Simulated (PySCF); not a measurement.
From one molecule to another.

First species: ZrClF3 (singlet state).
SMILES: `[F][Zr]([F])([F])[Cl]`

Second species: CS2.
Bonds: S1–C2 (double), C2–S3 (double).

Levels: wB97X-D/def2-SVPD for dipole moment, HOMO energy, LUMO energy, HOMO–LUMO gap and static isotropic polarisability; TDDFT wB97X-D/def2-SVPD for lowest singlet excitation; TDA wB97X-D/def2-SVPD for lowest triplet excitation (Tamm–Dancoff); ΔSCF wB97X-D/def2-SVPD for vertical ionisation energy. Geometries: PBE0-D3(BJ)/def2-SVP. Each structure is a single optimised conformer of the isolated species (atoms past krypton carry core potentials, spin–orbit coupling is left out). Electronic properties by PySCF.

```csv
property,column X,column Y
dipole moment,0.00 D,0.14 D
HOMO energy,-9.69 eV,-11.96 eV
LUMO energy,-0.47 eV,-0.15 eV
HOMO–LUMO gap,9.22 eV,11.81 eV
lowest singlet excitation,3.83 eV,6.74 eV
lowest triplet excitation (Tamm–Dancoff),3.36 eV,6.48 eV
static isotropic polarisability,54.4 au,49.3 au
vertical ionisation energy,10.24 eV,12.74 eV
```

Which column belongs to which species?

Column X is the second species and column Y the first. The first has 5 atoms and 84 electrons, the second 3 and 38.

How does each property change from the first species to the second?

dipole moment -0.14 D; HOMO energy +2.27 eV; LUMO energy -0.32 eV; HOMO–LUMO gap -2.59 eV; lowest singlet excitation -2.91 eV; lowest triplet excitation (Tamm–Dancoff) -3.12 eV; static isotropic polarisability +5.1 au; vertical ionisation energy -2.50 eV.

On the first: The dipole equals about 0.5 × 10⁻³⁰ C·m (1 D = 3.33564 × 10⁻³⁰ C·m). In wavenumbers S1 is 54300 cm⁻¹ (1 eV = 8065.54 cm⁻¹). Atoms past krypton carry effective core potentials; spin–orbit coupling is left out.

On the second: S1 lies 5.39 eV below the HOMO–LUMO gap. The polarisability is 8.06 Å³ as a volume (1 au = 0.148185 Å³), or 1.43 au for each of the 38 electrons.
